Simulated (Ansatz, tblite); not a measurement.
Removing and adding an electron: Au₂Cl₂. The state is a singlet with charge 0. Geometry: PBE0-D4/def2-SVP. Ansatz, gas phase; energy differences of separate SCF runs; the oxidised species was run as a doublet alone; the reduced species was run as a doublet alone.

```xyz
4

Au   -1.0264    0.7988   -0.4999
Au    1.0264   -0.7989    0.4993
Cl   -1.4159   -1.1935    1.0011
Cl    1.4159    1.1937   -1.0005
```

In the def2 sets Au takes a core potential; there is no spin–orbit coupling. The xTB rows come from tblite. The structure comes from a short search, and lower isomers may exist.

| level | −HOMO (eV) | vertical IE (eV) | −LUMO (eV) | vertical EA (eV) | HOMO–LUMO gap (eV) | IE − EA (eV) | remarks |
| --- | --- | --- | --- | --- | --- | --- | --- |
| PBE-D4/def2-TZVP | 6.27 | 9.10 | 4.46 | – | 1.80 | – | – |
| PBE-D4/def2-TZVPD | 6.27 | – | 4.47 | 2.18 | 1.79 | – | HOMO above zero (-1 doublet) |
| r2SCAN-D4/def2-TZVP | 6.44 | 9.17 | 4.32 | – | 2.12 | – | – |
| r2SCAN-D4/def2-TZVPD | 6.42 | – | 4.30 | 2.15 | 2.12 | – | – |

(1) Estimate the rows for GFN1-xTB, GFN2-xTB, PBE0-D4/def2-TZVP, PBE0-D4/def2-TZVPD.

Answers

(1) 
```csv
level,−HOMO (eV),vertical IE (eV),−LUMO (eV),vertical EA (eV),HOMO–LUMO gap (eV),IE − EA (eV)
GFN1-xTB,12.17,14.62,10.41,7.54,1.76,7.09
GFN2-xTB,11.13,14.05,7.96,5.03,3.17,9.03
PBE0-D4/def2-TZVP,7.42,9.35,3.52,–,3.91,–
PBE0-D4/def2-TZVPD,7.42,–,3.51,1.93,3.90,–
```

Relaxing the oxidised species (PBE0-D4/def2-SVP) changes its energy by -0.38 eV at PBE0-D4/def2-TZVP, so the adiabatic ionisation energy to this nearest minimum is 8.96 eV. At PBE-D4/def2-TZVP it is 8.75 eV.     A HOMO above zero means that the electron is unbound at that level or that self-interaction error raises the level; the energy of removing that electron tells which. Raw xTB energy differences between charge states are shifted by several eV; the methods need an empirical correction for them.
